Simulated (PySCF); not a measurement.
C5H5NS.
SMILES with atom numbers: `[CH2:1]=[N:2][c:3]1[cH:4][cH:5][s:6][cH:7]1` (hydrogens: H8, H9 on C1; H10 on C4; H11 on C5; H12 on C7)

Geometry (PBE0-D3(BJ)/def2-SVP, Å), atoms numbered from 1 in this order:
```xyz
12
C5H5NS angstrom
C     -2.1698   -0.2379    0.9196
N     -1.2363   -0.9419    0.4319
C     -0.0084   -0.3621    0.1201
C      1.2234   -1.0660    0.3073
C      2.3095   -0.3348   -0.0829
S      1.8519    1.1949   -0.7207
C      0.1904    0.8857   -0.4375
H     -3.1472   -0.7014    1.1123
H     -2.0558    0.8336    1.1744
H      1.2700   -2.0709    0.7271
H      3.3608   -0.6163   -0.0411
H     -0.5677    1.6049   -0.7433
```

Method: PySCF 2.14.0, density-fitted response routines, TDDFT CAM-B3LYP/def2-SVPD, vertical, gas phase, core orbitals frozen in the response.

Transition dipole moments from the ground state, in atomic units and in the frame of the coordinates above (overall signs are arbitrary), for the states with f of 0.002 or more among the lowest 8:

| state | E (hartree) | μx | μy | μz |
| --- | --- | --- | --- | --- |
| S1 | 0.1590 | 0.607 | 0.332 | -0.364 |
| S3 | 0.2010 | 0.543 | 0.579 | -0.384 |
| S4 | 0.2175 | -0.880 | 0.208 | 0.042 |
| S5 | 0.2225 | 0.799 | -0.146 | -0.199 |
| S6 | 0.2351 | -0.373 | -0.248 | 0.064 |
| S7 | 0.2391 | 0.501 | 0.405 | -0.294 |
| S8 | 0.2415 | 0.144 | -0.022 | 0.229 |

(1) What oscillator strength does each state have?

(2) Which bond between heavy atoms lies closest to the direction of the S4 transition dipole?

(3) What angle do the transition dipoles of S3 and S8 make?

(4) What peak molar absorption coefficient would the strongest computed level give as a lone Gaussian band 0.4 eV wide at half height?

## Answers

(1) f = (2/3) ΔE |μ|² with ΔE in hartree (27.2114 eV).

```tsv
state	|μ|² (au)	|μ| (D)	f
S1	0.611	1.99	0.065
S3	0.778	2.24	0.104
S4	0.819	2.30	0.119
S5	0.700	2.13	0.104
S6	0.205	1.15	0.032
S7	0.501	1.80	0.080
S8	0.073	0.69	0.012
```

(2) C3–C4, at 19° from it; next S6–C7 at 25°.

(3) |cos θ| = |μa·μb| / (|μa| |μb|) = 0.09, so θ ≈ 85° (taken between 0 and 90°, since the signs are arbitrary).

(4) ε(max) = 2.175×10⁸ f / FWHM, with the width in cm⁻¹. S4: 2.175×10⁸ × 0.1188 / 3226 ≈ 8000 L mol⁻¹ cm⁻¹.

The vertical ionisation energy (ΔSCF) is 8.55 eV, 1.98 eV above S8.

One conformer stands for the species.
